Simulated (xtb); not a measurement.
C$_{2}$H$_{3}$N$_{3}$ (SMILES c1nc[nH]n1), singlet, at a GFN2-xTB geometry; xtb with GFN1-xTB.

Input for xtb:
```
$ xtb mol.xyz --gfn 1 --grad --json

# file mol.xyz
8

C      1.11923740    -0.03272439    -0.00697492
N      0.42204774     1.12248960     0.01417623
C     -0.82487582     0.72748791     0.01555713
N     -0.87641108    -0.61852814    -0.00407798
N      0.36888823    -1.10715438    -0.01853564
H      2.18839575    -0.06992044    -0.01372567
H     -1.68578985     1.36316596     0.02996358
H     -1.67044963    -1.23947616    -0.00866946
```

It wrote (shortened):

```
   ID    Z sym.   atoms
    1    6 C      1, 3
    2    7 N      2, 4, 5
    3    1 H      6-8

           -------------------------------------------------
          |                Calculation Setup                |
           -------------------------------------------------

           -------------------------------------------------
          |                 G F N 1 - x T B                 |
           -------------------------------------------------

          ...................................................
          :                      SETUP                      :
          :.................................................:
          :  # basis functions                  26          :
          :  # atomic orbitals                  26          :
          :  # shells                           16          :
          :  # electrons                        26          :
          :  # halogen bonds                     0          :
          :  max. iterations                   250          :
          :  Hamiltonian                  GFN1-xTB          :
          :  restarted?                      false          :
          :  GBSA solvation                  false          :
          :  PC potential                    false          :
          :  electronic temp.          300.0000000     K    :
          :  accuracy                    1.0000000          :
          :  -> integral cutoff          0.2500000E+02      :
          :  -> integral neglect         0.1000000E-07      :
          :  -> SCF convergence          0.1000000E-05 Eh   :
          :  -> wf. convergence          0.2000000E-04 e    :
          :  Broyden damping             0.4000000          :
          :  net charge                          0          :
          :  unpaired electrons                  0          :
          ...................................................

 iter      E             dE          RMSdq      gap      omega  full diag
   1    -15.5368445 -0.155368E+02  0.829E+00    5.09       0.0  T
   2    -15.5605221 -0.236776E-01  0.490E+00    4.62       1.0  T
   3    -15.5583234  0.219865E-02  0.103E+00    4.96       1.0  T
   4    -15.5619820 -0.365859E-02  0.142E-01    4.74       1.0  T
   5    -15.5621168 -0.134816E-03  0.400E-02    4.76       1.0  T
   6    -15.5621231 -0.625436E-05  0.613E-03    4.76       5.8  T
   7    -15.5621233 -0.204526E-06  0.165E-03    4.76      21.4  T
   8    -15.5621233 -0.809267E-08  0.442E-04    4.76      80.0  T
   9    -15.5621233 -0.524114E-09  0.327E-05    4.76    1079.8  T
  10    -15.5621233 -0.191847E-11  0.943E-06    4.76    3750.4  T

   *** convergence criteria satisfied after 10 iterations ***

         :::::::::::::::::::::::::::::::::::::::::::::::::::::
         ::                     SUMMARY                     ::
         :::::::::::::::::::::::::::::::::::::::::::::::::::::
         :: total energy             -15.389905306714 Eh    ::
         :: gradient norm              0.015298125284 Eh/a0 ::
         :: HOMO-LUMO gap              4.757939700984 eV    ::
         ::.................................................::
         :: SCC energy               -15.562123303475 Eh    ::
         :: -> electrostatic           0.034835909350 Eh    ::
         :: repulsion energy           0.174468864766 Eh    ::
         :: dispersion energy         -0.002250868004 Eh    ::
         :: halogen bond corr.         0.000000000000 Eh    ::
         :: add. restraining           0.000000000000 Eh    ::
         :: total charge              -0.000000000000 e     ::
         :::::::::::::::::::::::::::::::::::::::::::::::::::::

           -------------------------------------------------
          |                Property Printout                |
           -------------------------------------------------

    * Orbital Energies and Occupations

         #    Occupation            Energy/Eh            Energy/eV
      -------------------------------------------------------------
         1        2.0000           -0.8312722             -22.6201
         2        2.0000           -0.7538472             -20.5132
         3        2.0000           -0.7293347             -19.8462
         4        2.0000           -0.6394189             -17.3995
         5        2.0000           -0.6170880             -16.7918
         6        2.0000           -0.6025284             -16.3956
         7        2.0000           -0.5543694             -15.0852
         8        2.0000           -0.5371296             -14.6160
         9        2.0000           -0.5053601             -13.7515
        10        2.0000           -0.4678321             -12.7304
        11        2.0000           -0.4498039             -12.2398
        12        2.0000           -0.4332528             -11.7894
        13        2.0000           -0.4274147             -11.6305 (HOMO)
        14                         -0.2525636              -6.8726 (LUMO)
        15                         -0.2115386              -5.7563
        16                         -0.1330049              -3.6192
        17                         -0.1113212              -3.0292
        18                         -0.0853559              -2.3227
        19                          0.0941094               2.5608
        20                          0.2288799               6.2281
        21                          0.2551350               6.9426
        22                          0.3007824               8.1847
        23                          0.3490510               9.4982
        24                          0.3702279              10.0744
       ...                                ...                  ...
        26                          0.6147891              16.7293
      -------------------------------------------------------------
                  HL-Gap            0.1748511 Eh            4.7579 eV
             Fermi-level           -0.3399891 Eh           -9.2516 eV

  Mulliken/CM5 charges         n(s)   n(p)   n(d)
     1C     0.24575  0.36039   0.990  2.764  0.000
     2N    -0.38320 -0.56137   1.557  3.826  0.000
     3C     0.22951  0.33912   0.984  2.786  0.000
     4N    -0.10861 -0.39077   1.402  3.707  0.000
     5N    -0.26705 -0.38424   1.564  3.703  0.000
     6H     0.02478  0.10033   0.975  0.000  0.000
     7H     0.03122  0.10540   0.969  0.000  0.000
     8H     0.22761  0.43114   0.772  0.000  0.000

Wiberg/Mayer (AO) data.
largest (>0.10) Wiberg bond orders for each atom

 ---------------------------------------------------------------------------
     #   Z sym  total        # sym  WBO       # sym  WBO       # sym  WBO
 ---------------------------------------------------------------------------
     1   6 C    3.951 --     5 N    1.557     2 N    1.316     6 H    0.977
     2   7 N    3.005 --     3 C    1.514     1 C    1.316
     3   6 C    3.939 --     2 N    1.514     4 N    1.279     7 H    0.974
                             5 N    0.135
     4   7 N    3.537 --     3 C    1.279     5 N    1.173     8 H    0.909
     5   7 N    2.960 --     1 C    1.557     4 N    1.173     3 C    0.135
     6   1 H    1.015 --     1 C    0.977
     7   1 H    1.008 --     3 C    0.974
     8   1 H    0.964 --     4 N    0.909
 ---------------------------------------------------------------------------

Topologies differ in total number of bonds
Writing topology from bond orders to xtbtopo.mol

 dipole moment from electron density (au)
     X       Y       Z
  -1.3148  -0.4097   0.0016  total (Debye):    3.500

           -------------------------------------------------
          | TOTAL ENERGY              -15.389905306714 Eh   |
          | GRADIENT NORM               0.015298125284 Eh/α |
          | HOMO-LUMO GAP               4.757939700984 eV   |
           -------------------------------------------------

normal termination of xtb
```
